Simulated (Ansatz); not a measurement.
Caution, from a PySCF single point (PBE0-D3(BJ)/def2-TZVPD) at this geometry: the highest occupied level lies above zero, so the state may not be bound. This triplet is an excited state, 1.77 eV above the relaxed singlet at the level frozen-core CCSD(T)/aug-cc-pVDZ // PBE0-D3(BJ)/def2-TZVPD (Ansatz, an electronic-structure program).

Species: CAlClN, SMILES `[C-]#[N+][Al-][Cl]` (excited triplet) (charge -1, multiplicity 3).

**Question.** Give a relaxed geometry from PBE0-D3(BJ)/def2-TZVPD (Ansatz).

**Answer.** the end point of this relaxation (outside a Z-matrix the atoms follow the SMILES, hydrogens last).
Cartesian coordinates (Å) in one orientation:
```xyz
4

C     -2.081     0.087     0.385
N     -0.938     0.281     0.560
Al     0.853     0.670     0.863
Cl     2.166    -1.039     0.442
```
